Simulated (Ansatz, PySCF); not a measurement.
Gas-phase reaction (SMILES): COB(Cl)Cl [dichloro(methoxy)borane] + N (NH3) -> NB(Cl)Cl + CO (CH4O); ammonia cleaves one B-O bond, a model of a ligand-exchange step.

Each molecule is optimised on its own at B3LYP-D3(BJ)/def2-TZVP (Ansatz, a program for electronic structure), one conformer each, not searched for the lowest. Valence correlation only, unless marked. Spin-orbit coupling is left out. No relativistic terms. CBS marks a two-point X^-3 extrapolation of the correlation energy; Hartree-Fock from the larger set. [CCSD(T)-MP2]/basis is that difference in the basis named. Thermal terms are rigid-rotor harmonic-oscillator values from B3LYP-D3(BJ) frequencies (Ansatz or PySCF) at 298.15 K and 1 atm. 1 Eh = 627.5095 kcal/mol.

```json
[
 {"species": "COB(Cl)Cl", "E, RI-MP2/CBS(aug-cc-pV(T+d)Z,aug-cc-pV(Q+d)Z)+[CCSD(T)-MP2]/aug-cc-pV(T+d)Z (Ansatz) (Eh)": "-1059.50170", "E, wB97M-V/def2-TZVPD (Ansatz) (Eh)": "-1060.50247", "H - E (Eh)": "0.05646", "G - E (Eh)": "0.01817"},
 {"species": "N (NH3)", "E, RI-MP2/CBS(aug-cc-pV(T+d)Z,aug-cc-pV(Q+d)Z)+[CCSD(T)-MP2]/aug-cc-pV(T+d)Z (Ansatz) (Eh)": "-56.50756", "E, wB97M-V/def2-TZVPD (Ansatz) (Eh)": "-56.55014", "H - E (Eh)": "0.03799", "G - E (Eh)": "0.01614"},
 {"species": "NB(Cl)Cl", "E, RI-MP2/CBS(aug-cc-pV(T+d)Z,aug-cc-pV(Q+d)Z)+[CCSD(T)-MP2]/aug-cc-pV(T+d)Z (Ansatz) (Eh)": "-1000.38815", "E, wB97M-V/def2-TZVPD (Ansatz) (Eh)": "-1001.33071", "H - E (Eh)": "0.03939", "G - E (Eh)": "0.00600"},
 {"species": "CO (CH4O)", "E, RI-MP2/CBS(aug-cc-pV(T+d)Z,aug-cc-pV(Q+d)Z)+[CCSD(T)-MP2]/aug-cc-pV(T+d)Z (Ansatz) (Eh)": "-115.61566", "E, wB97M-V/def2-TZVPD (Ansatz) (Eh)": "-115.71687", "H - E (Eh)": "0.05533", "G - E (Eh)": "0.02827"}
]
```

Task: Work out ΔE and ΔH, ΔG, ΔS and the equilibrium constant at 298.15 K at the first level, then ΔH at the second.

Result: 
1. ΔE = [(-1000.38815) + (-115.61566)] - [(-1059.50170) + (-56.50756)] = 0.00545 Eh = 3.4 kcal/mol at RI-MP2/CBS(aug-cc-pV(T+d)Z,aug-cc-pV(Q+d)Z)+[CCSD(T)-MP2]/aug-cc-pV(T+d)Z.
2. The terms H - E add up to 0.00027 Eh, so ΔH = (0.00545 + (0.00027))×627.5095 = 3.6 kcal/mol.
3. The terms G - E add up to -0.00004 Eh, so ΔG = 3.4 kcal/mol, and ΔS = (0.00027 - (-0.00004))×627509.5/298.15 = 0.7 cal/(mol K).
4. log10 K = -ΔG/(RT ln 10) = -2.5, with RT ln 10 = 1.3642 kcal/mol.
5. At wB97M-V/def2-TZVPD the same steps give ΔE = 3.2 and ΔH = 3.3 kcal/mol, a shift of -0.3 from the first level.
6. These values are not checked against measurement here, since the tables used lack a sound gas-phase enthalpy of formation for at least one species.
